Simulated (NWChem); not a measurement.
# C3H4Cl2; SMILES C1C(Cl)(Cl)C1

Problem. Give the equilibrium geometry at PBE0/def2-SVP (NWChem) as an XYZ file, with the point group.

Solution. point group C2v; any orientation.
```
9

Cl    -1.4668     0.0000     0.7566
C      0.0000     0.0000    -0.2132
Cl     1.4668     0.0000     0.7566
C      0.0000    -0.7554    -1.4976
C      0.0000     0.7554    -1.4976
H      0.9235    -1.2736    -1.7675
H     -0.9235    -1.2736    -1.7675
H      0.9235     1.2736    -1.7675
H     -0.9235     1.2736    -1.7675
```
